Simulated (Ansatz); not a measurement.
C2H6F2OSi can be A, `C[SiH2]OC(F)F`, or B, `OC[SiH](F)CF`.

Isolated molecules relaxed with PBE0-D4/def2-TZVP in Ansatz; ΔE leaves out vibrations. CBS: MP2 limit from def2 TZ/QZ plus the TZ coupled-cluster correction, frozen cores. DFT in def2-TZVPP. B3LYP here is the variant with VWN-RPA as its local correlation; programs differ in this. One conformer a species, not always the lowest.

A:

```xyz
12

C    -0.727    1.075    1.251
Si    0.766    0.685    0.224
O     0.361   -0.114   -1.191
C     0.040   -1.409   -1.328
F    -0.554   -1.888   -0.197
F    -0.854   -1.538   -2.323
H    -1.211    0.160    1.597
H    -1.453    1.655    0.676
H    -0.435    1.664    2.124
H     1.735   -0.154    0.977
H     1.433    1.914   -0.262
H     0.901   -2.050   -1.547
```

B:

```xyz
12

O     1.809    0.500    0.864
C     1.276    0.497   -0.456
Si   -0.247   -0.593   -0.541
F     0.181   -2.020    0.068
C    -1.614    0.085    0.566
F    -2.052    1.287    0.008
H     2.077   -0.396    1.084
H     0.996    1.530   -0.685
H     2.031    0.210   -1.201
H    -0.740   -0.798   -1.926
H    -1.246    0.290    1.576
H    -2.470   -0.592    0.643
```

Which is lower in electronic energy at CCSD(T)/CBS, and by how much? (An estimate is asked.)

The calculation gave: A, by 16.7 kJ/mol.

Give E(B) − E(A) in kJ/mol with B3LYP-D4, B3LYP, CCSD(T)/def2-TZVPP, MP2/def2-TZVPP, CCSD/def2-TZVPP, HF/def2-TZVPP, r2SCAN-D4. (An estimate is asked.)

Ansatz gave: B3LYP-D4 19.4, B3LYP 20.1, CCSD(T)/def2-TZVPP 25.4, MP2/def2-TZVPP 24.1, CCSD/def2-TZVPP 25.1, HF/def2-TZVPP 40.9, r2SCAN-D4 30.4. None reverses the order clearly.

Largest T1 diagnostic: 0.012.

From PBE to PBE0 (25 % exact exchange), in def2-TZVPP and without D4, E(B) − E(A) moves by +5.7 kJ/mol. In def2-TZVPP, CCSD(T) changes the Hartree–Fock value by −15.6 kJ/mol (the triples alone add +0.2 kJ/mol) and MP2 by −16.8 kJ/mol.
